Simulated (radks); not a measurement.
The numbers below are computed, except where a source is named.
Ho IV, configuration [Xe] 4f8 6s1 6p1 (not the ground configuration). Code: a radial shooting solver on a logarithmic mesh with Libxc functionals. Model: scalar-relativistic Kohn-Sham, PBE, spin-unpolarised, spherical densities, point nucleus. Some entries of the table are withheld. Estimate them.

orbital,occ.,eigenvalue (eV),<1/r> (bohr^-1),r(max) (bohr)
1s,2,-55558.28,76.07,0.01311
2s,2,-9342.744,17.69,0.07461
2p,6,-8282.591,16.38,0.06061
3s,2,-2135.474,6.516,0.2113
3p,6,-1811.600,6.096,0.2077
3d,10,-1400.819,5.780,0.1697
4s,2,-469.7381,2.762,0.4830
4p,6,-362.6005,2.535,0.5042
4d,10,-217.8505,2.249,0.5203
5s,2,-96.2127,(1),1.098
5p,6,-68.3741,0.9585,(2)
4f,8,-58.6464,1.768,0.5085
6s,1,-28.7562,0.4641,2.571
6p,1,-22.0469,(3),3.010

Answer. 
(1) 5s <1/r> (bohr^-1): 1.109
(2) 5p r(max) (bohr): 1.226
(3) 6p <1/r> (bohr^-1): 0.3950
